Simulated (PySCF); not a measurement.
# Exercise with solution: dipole moment from atomic charges

GaH3S2, SMILES [SH][GaH][SH]. Atoms are numbered in the order given.

```xyz
6

Ga     0.0000     0.0000    -0.5706
H      0.0000     0.0000    -2.1390
S      0.0000     1.8524     0.6477
H      0.0000     2.6622    -0.4487
S      0.0000    -1.8524     0.6477
H      0.0000    -2.6622    -0.4487
```
Charge 0, spin multiplicity 1.

Geometry: PBE-D3(BJ)/def2-SVP. The values are those of a single conformer.

Charges (e) from CAM-B3LYP/def2-TZVPD in PySCF:

```csv
atom,IAO,ESP fit
Ga1,0.511,0.385
H2,-0.128,-0.108
S3,-0.293,-0.279
H4,0.101,0.140
S5,-0.293,-0.279
H6,0.101,0.140
```

The dipole moment of the full density is 2.14 D.

What dipole moment does each set of point charges give, and which comes closer to that of the density?


μ = Σ q r, and 1 e Å = 4.8032 D.
IAO: Σ q r = (0.000, 0.000, -0.488) e Å, |μ| = 2.34 D.
ESP fit: Σ q r = (0.000, 0.000, -0.476) e Å, |μ| = 2.28 D.
ESP fit comes closer in size. Point charges leave out the atoms' own dipoles (lone pairs, polarised bonds); fits to the potential absorb them, partitions of the density don't.
